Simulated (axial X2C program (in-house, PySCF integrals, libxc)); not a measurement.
**How the levels of LuCN⁺ (d0 s1 p(π)0 orbitals) move with the bond length**

Computed with an axial X2C code built on PySCF integrals: two-component X2C with atomic mean-field Coulomb and Gaunt terms, basis Lu dyall-v3z, C dyall-v3z, N dyall-v3z (cores contracted in-house). Orbitals come from Hartree–Fock averaged over the configuration Lu d0 s1 p(π)0; CI then distributes these electrons over the d, s, p(π) shells of Lu.

At Lu–C–N held linear, bonds 2.238 and 1.160 Å (the second held):

```
  Ω  energy (cm⁻¹)    g∥  configuration
1/2              0  2.00        100% s1
3/2          10847  2.07        100% d1
5/2          12265  6.00        100% d1
1/2          12991  0.06        100% d1
3/2          14129  3.93        100% d1
1/2          18779  1.91        100% d1
```

g∥ is the magnitude of 2⟨Lz + ge Sz⟩ for the +Ω component. The lowest 14 levels at most are listed.

At Lu–C–N held linear, bonds 2.518 and 1.160 Å (the second held):

| Ω | energy (cm⁻¹) | g∥ | configuration |
| --- | --- | --- | --- |
| 1/2 | 0 | 2.00 | 100% s1 |
| 3/2 | 10027 | 2.07 | 100% d1 |
| 5/2 | 11511 | 6.00 | 100% d1 |
| 1/2 | 12286 | 0.11 | 100% d1 |
| 3/2 | 13569 | 3.93 | 100% d1 |
| 1/2 | 16991 | 1.88 | 100% d1 |

The lowest level lies 3365 cm⁻¹ above the lowest at the first distance.

Task: How does the gap from the lowest to the fifth level change between the two distances?

Result: From 14129 to 13569 cm⁻¹, a factor of 0.96.

There is no dynamic correlation: spin–orbit spacings and, for f shells, spacings inside one term are the most reliable numbers, splittings between terms come out too wide, and energies between configurations are not reliable, so the lowest level need not be the ground state of the molecule. For d shells the ligand-field splittings (σ, π, δ) and their order can be off by a thousand cm⁻¹ or more. At most 6 roots were kept for each Ω > 0 (twice that for Ω = 0) within 3.2 eV of the lowest, so higher up levels can be missing between those listed; levels with Ω > 0 are doubly degenerate and listed once, Ω = 0 levels singly. Some active spinors are only partly of the character that their shell is named for, so the shell names and counts are nominal. States that fill the shells left empty in the average are placed too high. The molecule was held linear; bending was not examined.
